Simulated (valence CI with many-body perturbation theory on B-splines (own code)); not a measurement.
## Sb20+: electric-dipole lines

Level of theory: valence CI with perturbative core correlation (CI+MBPT): three valence electrons over a frozen Dirac-Fock core [Ar] 3d10, radial functions for each j: 11 s, 11 p, 9 d, 7 f, 5 g, 2 h, 1 i, with the one-electron correlation potential Σ1 (screened to all orders), the two-electron term Σ2, the three-electron term Σ3, Breit, model QED; selected single and double excitations, second order for the rest (own B-spline code, finite nucleus).

No measured levels were compared; by estimate levels hold to about 250 cm⁻¹ or 0.2 % of their energy and the worst to 1 %, as in measured heavy ions of charge 2 to 7; those with d or f electrons hold less well.

Lines 51 to 100 of 272 in falling wavelength, among levels below 212.64 eV, chosen from the strongest by gf and those to the six lowest levels. Wavelengths and rates use the calculated energies, so an error of 2000 cm⁻¹ moves a line at 23.36 nm by 0.47 % and its rate by three times that or more. Electric multipoles are in the length gauge, E1 and E2 with the static RPA response of the core. Weak lines are less certain than strong ones. Lines between different terms over intervals too small for the method are left out, as are lines whose strength nearly cancels. The highest levels of a list are the least certain.

Names give the largest LS component (configuration and term), which can be under half, so a name can repeat, a term be missing and a line seem to break the LS rules; names also repeat where a configuration has a term twice. Letters in brackets count levels of one name in rising energy.

```
λ vac (nm)                 Upper                 Lower   A (s⁻¹)  S (a.u.)
     23.36       4p3 2P°_3/2 [a]         4s 4p2 4P_5/2  2.12e+10  5.34e-01
     23.11       4p3 2P°_3/2 [b]         4s 4p2 2P_3/2  2.03e+10  4.96e-01
     22.96         4p2 4d 4P_5/2      4s 4p 4d 4D°_7/2  1.44e+10  5.18e-01
     22.94         4p2 4d 4F_3/2      4s 4p 4d 4F°_3/2  8.36e+09  1.99e-01
     22.88         4s 4p2 2D_5/2        4s2 4p 2P°_3/2  7.34e+09  2.61e-01
     22.77     4p2 4d 2F_7/2 [b]  4s 4p 4d 2F°_5/2 [b]  5.57e+09  2.60e-01
     22.73     4p2 4d 2F_7/2 [b]  4s 4p 4d 2F°_7/2 [b]  7.95e+09  3.69e-01
     22.69         4p2 4d 4P_3/2      4s 4p 4d 4D°_5/2  1.05e+10  2.43e-01
     22.63         4p2 4d 4P_1/2      4s 4p 4d 4P°_3/2  1.41e+10  1.61e-01
     22.39           4p3 4S°_3/2         4s 4p2 2D_3/2  3.61e+09  8.00e-02
     22.25     4p2 4d 2D_3/2 [b]  4s 4p 4d 2D°_3/2 [b]  5.80e+09  1.26e-01
     22.12           4p3 2D°_5/2         4s 4p2 2D_3/2  5.35e+09  1.71e-01
     22.04         4p2 4d 4D_7/2  4s 4p 4d 2D°_5/2 [a]  1.11e+10  4.69e-01
     21.93         4p2 4d 2G_7/2  4s 4p 4d 2F°_5/2 [a]  7.70e+09  3.21e-01
     21.86       4p3 2P°_3/2 [a]         4s 4p2 4P_3/2  7.62e+09  1.57e-01
     21.79  4s 4p 4d 2F°_7/2 [a]         4s2 4d 2D_5/2  1.19e+10  4.88e-01
     21.74         4p2 4d 4F_7/2      4s 4p 4d 4P°_5/2  1.62e+10  6.56e-01
     21.72     4p2 4d 2F_7/2 [a]      4s 4p 4d 4F°_7/2  5.76e+09  2.33e-01
     21.67     4p2 4d 2F_7/2 [b]  4s 4p 4d 2F°_7/2 [a]  5.59e+09  2.25e-01
     21.41  4s 4p 4d 2D°_3/2 [b]         4s2 4d 2D_3/2  1.31e+10  2.53e-01
     21.20         4p2 4d 4F_7/2      4s 4p 4d 4F°_7/2  4.34e+09  1.64e-01
     20.93         4p2 4d 4D_7/2      4s 4p 4d 4D°_7/2  6.38e+09  2.31e-01
     20.93         4p2 4d 2F_5/2      4s 4p 4d 4F°_5/2  8.99e+09  2.44e-01
     20.81  4s 4p 4d 2F°_7/2 [b]         4s2 4d 2D_5/2  2.56e+10  9.09e-01
     20.72     4p2 4d 2D_5/2 [a]  4s 4p 4d 2D°_3/2 [a]  1.03e+10  2.72e-01
     20.55     4p2 4d 4F_9/2 [a]      4s 4p 4d 4F°_7/2  9.40e+09  4.03e-01
     20.40         4s 4p2 2D_3/2        4s2 4p 2P°_1/2  2.40e+10  4.03e-01
     20.34     4p2 4d 2F_7/2 [a]      4s 4p 4d 4F°_5/2  8.11e+09  2.69e-01
     20.17     4p2 4d 2P_1/2 [a]  4s 4p 4d 2D°_3/2 [a]  2.47e+10  2.00e-01
     20.14         4p2 4d 2F_5/2      4s 4p 4d 4F°_3/2  6.48e+09  1.57e-01
     20.11         4p2 4d 4D_5/2      4s 4p 4d 4F°_7/2  1.12e+10  2.70e-01
     20.04  4s 4p 4d 2F°_5/2 [b]         4s2 4d 2D_3/2  3.50e+10  8.35e-01
     20.02           4p3 4S°_3/2         4s 4p2 4P_5/2  1.33e+10  2.10e-01
     19.81           4p3 2D°_5/2         4s 4p2 4P_5/2  8.91e+09  2.05e-01
     19.80           4p3 2P°_1/2         4s 4p2 2D_3/2  4.49e+10  3.44e-01
     19.75     4p2 4d 2D_3/2 [a]  4s 4p 4d 2F°_5/2 [a]  2.61e+10  3.98e-01
     19.73     4p2 4d 2D_3/2 [b]      4s 4p 4d 4D°_5/2  1.23e+10  1.86e-01
     19.69         4p2 4d 4P_5/2      4s 4p 4d 4D°_3/2  1.12e+10  2.54e-01
     19.65         4p2 4d 4D_7/2      4s 4p 4d 4F°_9/2  1.19e+10  3.57e-01
     19.65         4p2 4d 4P_3/2      4s 4p 4d 4D°_1/2  7.91e+09  1.18e-01
     19.59     4p2 4d 2D_5/2 [b]      4s 4p 4d 4D°_7/2  9.57e+09  2.13e-01
     19.58         4p2 4d 2P_3/2      4s 4p 4d 4F°_3/2  2.08e+10  3.09e-01
     19.55     4p2 4d 2D_5/2 [b]      4s 4p 4d 4D°_5/2  1.08e+10  2.38e-01
     19.54         4p2 4d 4P_3/2      4s 4p 4d 4D°_3/2  1.32e+10  1.95e-01
     19.54         4p2 4d 4P_1/2      4s 4p 4d 4D°_1/2  1.45e+10  1.07e-01
     19.47         4p2 4d 4D_1/2      4s 4p 4d 4F°_3/2  3.81e+10  2.77e-01
     19.41         4p2 4d 4P_5/2      4s 4p 4d 4P°_5/2  1.50e+10  3.24e-01
     19.40     4p2 4d 4F_9/2 [b]      4s 4p 4d 4F°_9/2  1.81e+10  6.53e-01
     19.38  4s 4p 4d 2P°_1/2 [a]         4s2 4d 2D_3/2  3.65e+10  2.62e-01
     19.31         4p2 4d 2G_7/2      4s 4p 4d 4F°_7/2  8.80e+09  2.50e-01
```
